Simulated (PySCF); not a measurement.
A PySCF script (with the pyscf-properties extension) for the NMR shieldings of `Cc1cncn1C1CC1`, C$_{7}$H$_{10}$N$_{2}$, on a GFN2-xTB geometry:

```python
import basis_set_exchange as bse
import numpy as np
from pyscf import gto, dft
from pyscf.prop import nmr

atoms = """
C     1.630701   -1.450429    0.079199
C     1.396288    0.015298    0.050052
C     2.219101    1.082181    0.280041
N     1.539813    2.249010    0.117865
C     0.326284    1.907736   -0.204661
N     0.170722    0.559533   -0.260396
C    -0.997584   -0.176606   -0.591494
C    -2.340565    0.332407   -0.168373
C    -1.760040   -0.876522    0.499495
H     1.393627   -1.898058   -0.886626
H     2.673610   -1.648421    0.309131
H     1.006876   -1.930634    0.833564
H     3.255703    1.082812    0.551903
H    -0.467505    2.595545   -0.416386
H    -0.927010   -0.679367   -1.552475
H    -3.167321    0.206060   -0.849926
H    -2.378511    1.247433    0.401619
H    -2.181957   -1.846790    0.288732
H    -1.402037   -0.761939    1.511275
"""
names = dict.fromkeys(["C", "N", "H"], "pcSseg-1")
basis = {el: gto.basis.parse(bse.get_basis(n, elements=[el], fmt="nwchem")) for el, n in names.items()}
mol = gto.M(atom=atoms, basis=basis, charge=0, verbose=0)
mf = dft.RKS(mol, xc="PBE0")
mf.grids.level = 2
mf.grids.alignment = dft.numint.BLKSIZE   # the property module wants whole blocks of grid points
mf.conv_tol = 1e-9
mf.kernel()

calc = nmr.RKS(mf)   # GIAO
C = mf.mo_coeff
Co = C[:, mf.mo_occ > 0]
resp = mf.gen_response(singlet=True, hermi=2)
def vind(x):   # induced exchange potential for any number of trial vectors
    d = np.einsum("pi,xij,qj->xpq", C, 2 * x.reshape(-1, C.shape[1], Co.shape[1]), Co, optimize=True)
    return np.einsum("xpq,pi,qj->xij", resp(d - d.transpose(0, 2, 1)), C, Co, optimize=True).ravel()
mo1, _ = nmr.rhf.solve_mo1(calc, with_cphf=vind)
sigma = calc.kernel(mo1)
for i, s in enumerate(sigma):   # ppm
    w = np.linalg.eigvalsh((s + s.T) / 2)
    print("%2d %-2s iso %8.1f  s11 %8.1f  s22 %8.1f  s33 %8.1f" % (i, mol.atom_pure_symbol(i), w.mean(), *w))
```

Problem. What does it print?

Solution. 
```
 0 C  iso    174.4  s11    164.5  s22    173.5  s33    185.3
 1 C  iso     54.2  s11    -24.1  s22     56.5  s33    130.1
 2 C  iso     53.4  s11    -19.3  s22     60.7  s33    118.8
 3 N  iso    -36.0  s11   -253.9  s22   -103.3  s33    249.3
 4 C  iso     48.2  s11    -23.7  s22     63.4  s33    105.0
 5 N  iso     66.2  s11    -28.8  s22     68.4  s33    159.0
 6 C  iso    159.7  s11    128.3  s22    138.2  s33    212.6
 7 C  iso    180.0  s11    151.0  s22    177.9  s33    211.0
 8 C  iso    177.1  s11    143.3  s22    175.6  s33    212.5
 9 H  iso     29.4  s11     24.6  s22     28.2  s33     35.5
10 H  iso     29.2  s11     24.0  s22     27.8  s33     36.0
11 H  iso     29.4  s11     23.7  s22     29.4  s33     34.9
12 H  iso     24.7  s11     21.5  s22     25.0  s33     27.8
13 H  iso     24.6  s11     19.9  s22     25.0  s33     28.9
14 H  iso     28.7  s11     22.2  s22     26.6  s33     37.1
15 H  iso     30.7  s11     24.8  s22     26.4  s33     41.0
16 H  iso     30.5  s11     24.6  s22     28.1  s33     38.8
17 H  iso     30.8  s11     25.4  s22     26.3  s33     40.8
18 H  iso     31.2  s11     26.8  s22     28.5  s33     38.4
```

These numbers come from an equivalent density-fitted implementation of the same equations, which agrees with the script to about 0.01 ppm for H and up to a few tenths of a ppm for heavy atoms, so last digits may differ.

Problem. Turn these shieldings into chemical shifts. Scale: ¹³C (186.93 ppm) and ¹H (31.72 ppm) vs TMS; ¹⁵N (267.73 ppm) vs NH3 (reference shieldings calculated alike).

Solution. Averaging equivalent atoms: C 4: 138.7; C 2: 133.5; C 1: 132.8; C 6: 27.2; C 0: 12.5; C 7/8: 8.4; N 3: 303.7; N 5: 201.5; H 13: 7.13; H 12: 6.97; H 14: 3.07; H 9/10/11: 2.38; H 15/17: 0.94; H 16/18: 0.86 ppm. Experimental scales use liquid or dissolved standards, which lie at an offset from isolated NH3 (liquid NH3: subtract about 20 ppm). Unscaled 15N shifts of sp2 nitrogen come out 20 to 40 ppm too high even then.

Size and cost of the density-fitted run: 203 basis functions, 34 s wall time on 1 thread of an Arm Neoverse V1, shared host.
